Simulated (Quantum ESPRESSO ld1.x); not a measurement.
Task: Radial electron density D(r) = 4 pi r^2 rho(r) of an atom or ion with 39 electrons. All-electron calculation, non-relativistic Kohn-Sham, LDA (Slater exchange, VWN5 correlation), spin-polarised, spherical densities, point nucleus. Program: ld1.x of Quantum ESPRESSO 7.5.

r (bohr)  D(r) (e/bohr)   spin D(r)
0.002681          3.715  -0.0000603
0.003721          6.561   -0.000107
0.005166          11.20   -0.000182
0.007114          18.05   -0.000293
0.009876          27.62   -0.000451
0.0136            38.46   -0.000638
0.01888           48.14   -0.000840
0.026             52.06    -0.00103
0.03609           48.79    -0.00117
0.0501            44.47   -0.000374
0.069             49.67     0.00645
0.09578           62.30      0.0375
0.1319            61.97       0.123
0.1831            45.79       0.274
0.2522            42.59       0.378
0.3501            49.62       0.253
0.4859            34.45     0.00650
0.6692            14.62       0.217
0.929             11.15        1.08
1.279             8.963        1.58
1.776             3.298        1.06
2.446            0.6062       0.363
3.395           0.06306      0.0566
4.713           0.02698      0.0269
6.49            0.05622      0.0562
9.01            0.03896      0.0390
12.41            0.1495       0.149
17.22           0.01152      0.0115

What is the nuclear charge?

Result: Z = 42. The innermost maximum, from 1s, lies near 1/Z = 0.0238 bohr (found: 0.0262), and its height grows with Z. The density is that of the molybdenum ion Mo3+ in [Kr] 4d2 7d1; the configuration itself is not fixed sharply by these data, and Z only to a few units. D(r) has 6 maxima, at r = 0.0262, 0.112, 0.344, 0.967, 5.80, 11.5 bohr, and minima at 0.0513, 0.224, 0.864, 4.15 bohr, inside which lie 2.04, 11.16, 29.43, 38.07 electrons.
